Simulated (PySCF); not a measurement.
# Silver: a sound run and one with changed settings

Sound run: Ag²⁺ [Kr] 4d9, Ag³⁺ [Kr] 4d8. Computed with PySCF 2.14 in x2c-TZVPall (8s6p6d1f, 63 functions), with scalar relativity by spin-free X2C-1e. In the sound run the correlated levels freeze [Kr]. The sound run starts from symmetry-adapted Hartree-Fock orbitals and uses a fine grid where one is needed.

Changed run: the non-relativistic Hamiltonian (point nucleus). This setting is unsound on purpose.

```
species  method  sound run (hartree)  changed run (hartree)  converged
   Ag²⁺     UHF          -5311.85218            -5121.61983        yes
   Ag²⁺     LDA          -5308.76675            -5119.09473        yes
   Ag²⁺    MN15          -5317.79604            -5127.86401        yes
   Ag²⁺     MP2          -5312.06719            -5121.83242        yes
   Ag³⁺     UHF          -5310.64093            -5120.38184        yes
   Ag³⁺     LDA          -5307.45861            -5117.76361        yes
   Ag³⁺    MN15          -5316.50212            -5126.54433        yes
   Ag³⁺     MP2          -5310.80389            -5120.54292        yes
```

Ionisation energy of Ag²⁺:

| method | sound run (eV) | changed run (eV) |
| --- | --- | --- |
| UHF | 32.960 | 33.687 |
| LDA | 35.596 | 36.222 |
| MN15 | 35.209 | 35.910 |
| MP2 | 34.376 | 35.089 |
| SCS-MP2 | 34.271 | 34.982 |

Most of the change in total energy is the relativistic energy itself. On top of that the contraction fixes the core shape for the Hamiltonian it was made with, so the changed run is not a good calculation with the other Hamiltonian either.

For comparison, NIST gives 34.8 ± 0.3 eV between the lowest levels.
